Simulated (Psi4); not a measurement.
C$_{3}$H$_{6}$Si (SMILES C#C[SiH2]C), singlet, geometry from GFN2-xTB; PBE0/6-31G, TDDFT (Psi4).

Psi4 was given this input:
```
memory 2 GB

molecule {
0 1
  Si   -0.38899740   -0.58284897   -0.43516868
  C    -1.78964912    0.15893730    0.60926038
  C     1.17688432    0.31298191   -0.01682829
  C     2.19112697    0.89712498    0.25772308
  H    -0.65743343   -0.39586877   -1.86718525
  H    -0.20448568   -2.00494994   -0.11693105
  H    -1.58876616    0.05279494    1.67188466
  H    -1.91687952    1.21840627    0.40400822
  H    -2.73598435   -0.33319451    0.40172503
  H     3.07933976    1.40843250    0.49792895
symmetry c1
}

set basis 6-31g
set puream true
set save_jk true
set tdscf_states [5]
set tdscf_tda false
set d_convergence 1e-8

energy('td-pbe0')
print_variables()
```

Output, abridged:

```
   => Loading Basis Set <=

    Name: 6-31G
    Role: ORBITAL
    Keyword: BASIS

         ---------------------------------------------------------
                                   SCF
               by Justin Turney, Rob Parrish, Andy Simmonett
                          and Daniel G. A. Smith
                              RKS Reference
         ---------------------------------------------------------

  ==> Geometry <==

    Molecular point group: c1
    Full point group: C1

    Geometry (in Angstrom), charge = 0, multiplicity = 1:

       Center              X                  Y                   Z               Mass
    ------------   -----------------  -----------------  -----------------  -----------------
         SI          -0.446144984466    -0.583811533589    -0.421264399632    27.976926534650
         C           -1.846796704466     0.157974736411     0.623164660368    12.000000000000
         C            1.119736735534     0.312019346411    -0.002924009632    12.000000000000
         C            2.133979385534     0.896162416411     0.271627360368    12.000000000000
         H           -0.714581014466    -0.396831333589    -1.853280969632     1.007825032230
         H           -0.261633264466    -2.005912503589    -0.103026769632     1.007825032230
         H           -1.645913744466     0.051832376411     1.685788940368     1.007825032230
         H           -1.974027104466     1.217443706411     0.417912500368     1.007825032230
         H           -2.793131934466    -0.334157073589     0.415629310368     1.007825032230
         H            3.022192175534     1.407469936411     0.511833230368     1.007825032230

  Running in c1 symmetry.

  Rotational constants: A =      0.46608  B =      0.10893  C =      0.09267 [cm^-1]
  Rotational constants: A =  13972.61361  B =   3265.78085  C =   2778.06435 [MHz]
  Nuclear repulsion =  137.218786019383401

  Charge       = 0
  Multiplicity = 1
  Electrons    = 38
  Nalpha       = 19
  Nbeta        = 19

  ==> Algorithm <==

  SCF Algorithm Type is DF.
  DIIS enabled.
  MOM disabled.
  Fractional occupation disabled.
  Guess Type is SAD.
  Energy threshold   = 1.00e-06
  Density threshold  = 1.00e-08
  Integral threshold = 1.00e-12

  ==> Primary Basis <==

  Basis Set: 6-31G
    Blend: 6-31G
    Number of shells: 34
    Number of basis functions: 52
    Number of Cartesian functions: 52
    Spherical Harmonics?: true
    Max angular momentum: 1

  ==> DFT Potential <==

   => LibXC <=

    Version 7.1.2
    S. Lehtola, C. Steigemann, M. J. T. Oliveira, and M. A. L. Marques,  SoftwareX 7, 1–5 (2018) (10.1016/j.softx.2017.11.002)

   => Composite Functional: PBE0 <=

    PBE0 Hyb-GGA Exchange-Correlation Functional

    C. Adamo and V. Barone,  J. Chem. Phys. 110, 6158 (1999) (10.1063/1.478522)
    M. Ernzerhof and G. E. Scuseria,  J. Chem. Phys. 110, 5029 (1999) (10.1063/1.478401)

    Deriv               =              1
    GGA                 =           TRUE
    Meta                =          FALSE

    Exchange Hybrid     =           TRUE
    MP2 Hybrid          =          FALSE

   => Exchange Functionals <=

    0.7500   Perdew, Burke & Ernzerhof

   => Exact (HF) Exchange <=

    0.2500               HF

   => Correlation Functionals <=

    1.0000   Perdew, Burke & Ernzerhof

   => LibXC Density Thresholds  <==

    XC_HYB_GGA_XC_PBEH:  1.00E-15

   => Molecular Quadrature <=

    Radial Scheme          =       TREUTLER
    Pruning Scheme         =           NONE
    Nuclear Scheme         =       TREUTLER

    Blocking Scheme        =         OCTREE
    BS radius alpha        =              1
    Pruning alpha          =              1
    Radial Points          =             75
    Spherical Points       =            302
    Total Points           =         216194
    Total Blocks           =           1674
    Max Points             =            256
    Max Functions          =             50
    Weights Tolerance      =       1.00E-15

[...]
  @DF-RKS Final Energy:  -407.00859122541658
    Total Energy =                       -407.0085912254165805
[...]
  HamiltonianSolver iter  13:   2.22211e-13  4.90943e-07    114      Converged

******************************************************************************************
**********                               WARNING                                **********
**********  Length-gauge rotatory strengths are **NOT** gauge-origin invariant  **********
******************************************************************************************

                                    Excitation Energy         Total Energy        Oscillator Strength             Rotatory Strength
     #   Sym: GS->ES (Trans)        au              eV              au          au (length)    au (velocity)    au (length)    au (velocity)
    ---- -------------------- --------------- --------------- --------------- --------------- --------------- --------------- ---------------
     1        A->A (1 A)       0.24024         6.53725        -406.76835       0.0002          0.0009          0.0000         -0.0000
     2        A->A (1 A)       0.25229         6.86527        -406.75630       0.0118          0.0102          0.0000          0.0000
     3        A->A (1 A)       0.25312         6.88776        -406.75547       0.0014          0.0021         -0.0000         -0.0000
     4        A->A (1 A)       0.31084         8.45840        -406.69775       0.0974          0.0697          0.0000          0.0000
     5        A->A (1 A)       0.31441         8.55560        -406.69418       0.0021          0.0112          0.0000          0.0000

Contributing excitations and de-excitations
Only contributions with abs(coeff) > 1.00e-01 will be printed:

Excited State    1 (1 A):   0.24024 au   189.66 nm f = 0.0002
  Sums of squares: Xssq =  1.001346e+00; Yssq =  1.345965e-03; Xssq - Yssq =  1.000000e+00
     18a  ->  20a     0.826032 (68.233%)
     18a  ->  22a     0.110254 ( 1.216%)
     18a  ->  23a     0.159047 ( 2.530%)
     19a  ->  21a     0.507816 (25.788%)

Excited State    2 (1 A):   0.25229 au   180.60 nm f = 0.0118
  Sums of squares: Xssq =  1.000295e+00; Yssq =  2.954149e-04; Xssq - Yssq =  1.000000e+00
     18a  ->  21a    -0.649934 (42.241%)
     19a  ->  20a    -0.731853 (53.561%)
     19a  ->  23a    -0.112149 ( 1.258%)

Excited State    3 (1 A):   0.25312 au   180.01 nm f = 0.0014
  Sums of squares: Xssq =  1.000264e+00; Yssq =  2.638153e-04; Xssq - Yssq =  1.000000e+00
     17a  ->  21a    -0.117973 ( 1.392%)
     18a  ->  20a    -0.509742 (25.984%)
     19a  ->  21a     0.841310 (70.780%)

Excited State    4 (1 A):   0.31084 au   146.58 nm f = 0.0974
  Sums of squares: Xssq =  1.001931e+00; Yssq =  1.930864e-03; Xssq - Yssq =  1.000000e+00
     17a  ->  20a    -0.105743 ( 1.118%)
     18a  ->  21a     0.267851 ( 7.174%)
     19a  ->  20a    -0.365462 (13.356%)
     19a  ->  22a     0.866742 (75.124%)
     19a  ->  23a     0.101770 ( 1.036%)

Excited State    5 (1 A):   0.31441 au   144.92 nm f = 0.0021
  Sums of squares: Xssq =  1.000228e+00; Yssq =  2.279074e-04; Xssq - Yssq =  1.000000e+00
     16a  ->  20a     0.140297 ( 1.968%)
     18a  ->  20a     0.139693 ( 1.951%)
     18a  ->  22a    -0.966765 (93.463%)

******************************************************************************************
**********                               WARNING                                **********
**********       The names of excited state variables changed between 1.5       **********
**********     and 1.6. For a quick solution, remove the symmetry specifier     **********
**********   from the variable name. For full details, see 'Notes on Psivars'   **********
**********                        in the documentation.                         **********
******************************************************************************************

  Variable Map:
  ----------------------------------------------------------------------------
[...]
  Array Variable Map:
  ----------------------------------------------------------------------------
[...]
[...]
```
